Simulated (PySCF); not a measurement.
Computed IR spectrum (relative IR intensity) of a molecule CH₈AlNO₂Si. The structure is a stationary point at PBE-D3(BJ)/def2-SVP. Other conformers were not sampled. Method: PBE-D3(BJ)/def2-SVP (PySCF). Frequencies are harmonic and unscaled.

| ν (cm⁻¹) | relative intensity |
|---|---|
| 192 | 4.2 |
| 227 | 8.2 |
| 277 | 4.6 |
| 286 | 77 |
| 314 | 7.0 |
| 492 | 9.8 |
| 577 | 57 |
| 604 | 69 |
| 680 | 18 |
| 687 | 3.6 |
| 782 | 10 |
| 884 | 19 |
| 908 | 65 |
| 919 | 100 |
| 925 | 56 |
| 958 | 20 |
| 1115 | 55 |
| 1163 | 15 |
| 1431 | 3.3 |
| 2127 | 53 |
| 2136 | 42 |
| 2149 | 48 |
| 2917 | 27 |
| 2978 | 11 |
| 3813 | 20 |
| 3825 | 32 |

**Question.** Identify the compound among the candidates.
A. C[SiH2][NH][Al]([OH])[OH]
B. C[N]([SiH3])[Al]([OH])[OH]
C. N[SiH2][CH2][Al]([OH])[OH]

**Answer.** B, C[N]([SiH3])[Al]([OH])[OH]
